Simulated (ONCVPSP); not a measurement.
Building the ONCV potential for P (Z = 15) (PBE, scalar-relativistic).

* Element: phosphorus
* Generator: ONCVPSP 4.0.1
* Type: optimised norm-conserving Vanderbilt (ONCV)
* Functional: PBE
* Relativity: scalar-relativistic
* Frozen core: [Ne]
* Valence charge: 5
* Reference configuration: 3s2 3p1.5 (charge +1.5)
* Partial waves: 3s: rc 1.30 bohr, ncon 4, nbas 7, qcut 4.1 1/bohr, 2 projectors, debl 2.1 Ha; 3p: rc 1.30 bohr, ncon 4, nbas 7, qcut 5.4 1/bohr, local
* Local potential: the p channel
* Core correction: polynomial model core, fcfact 0.4

All-electron outer shells of the reference configuration (PBE, scalar-relativistic, ld1.x):

```json
{"shell": "2s", "level (eV)": "-190.82", "outermost node (bohr)": "0.14", "outermost maximum (bohr)": "0.42"}
{"shell": "2p", "level (eV)": "-141.36", "outermost node (bohr)": "–", "outermost maximum (bohr)": "0.36"}
{"shell": "3s", "level (eV)": "-28.48", "outermost node (bohr)": "0.65", "outermost maximum (bohr)": "1.54"}
{"shell": "3p", "level (eV)": "-19.10", "outermost node (bohr)": "0.64", "outermost maximum (bohr)": "1.72"}
```

Calculated quality:

- Cutoffs needed: 40 Ha and 83 Ha (the cutoffs (Ha) at which the residual kinetic energy of the hardest occupied pseudo-wave falls to 1 and 0.1 mHa per electron)
- Ghost test: no bound ghost flagged; GHOST(+) flags only above 600 eV
- Largest excitation error: +20 meV (all-electron minus pseudo) for 3s2 3p0, out of 4 test configurations
- rms error of d²Exc/dni dnj: 4.14 mHa without and 0.61 mHa with the model core

Generation and tests took about 2.5 s on one core of a shared server CPU.
